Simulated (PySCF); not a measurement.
CH3Cl2NSi2, SMILES Cl[Si]1(Cl)N=C[SiH2]1. Atoms are numbered in the order given.

```xyz
9

Cl     1.4261    -0.1192     1.6782
Si     0.2299     0.0200     0.0000
Cl     1.4261    -0.1192    -1.6782
N     -0.7369     1.5349     0.0000
C     -1.9423     1.0729     0.0000
Si    -1.9351    -0.8676     0.0000
H     -2.7986     1.7749     0.0000
H     -2.5013    -1.5188    -1.2175
H     -2.5013    -1.5188     1.2175
```
Charge 0, spin multiplicity 1.

Geometry: B3LYP-D3(BJ)/def2-SVP. This is a generated structure with no PubChem entry under its InChIKey; it may be hypothetical.

Two levels are set side by side: PBE/pcSseg-1 (PySCF) and B3LYP/pcSseg-1 (PySCF). GIAO shifts against HCl (³⁵Cl), NH3 (¹⁵N), TMS (²⁹Si), TMS (¹H), TMS (¹³C) at the same level; non-relativistic, no solvent, atoms listed together averaged. Without spin–orbit terms, shifts of atoms bonded to Cl or Br come out too high at both levels. Differences are taken from unrounded values.

| quantity | B3LYP | PBE | PBE minus B3LYP |
|---|---|---|---|
| δ(³⁵Cl) of Cl1, Cl3 (ppm) | 139.0 | 165.9 | 27.0 |
| δ(²⁹Si) of Si2 (ppm) | 34.2 | 28.5 | -5.7 |
| δ(¹⁵N) of N4 (ppm) | 585.7 | 579.5 | -6.2 |
| δ(¹³C) of C5 (ppm) | 219.6 | 216.3 | -3.2 |
| δ(²⁹Si) of Si6 (ppm) | 4.6 | 7.8 | 3.3 |
| δ(¹H) of H7 (ppm) | 10.64 | 10.75 | 0.11 |
| δ(¹H) of H8, H9 (ppm) | 5.73 | 6.23 | 0.51 |

Rough cost on one machine, each run with all the roots and properties that it gave: B3LYP against PBE within a factor of 2.
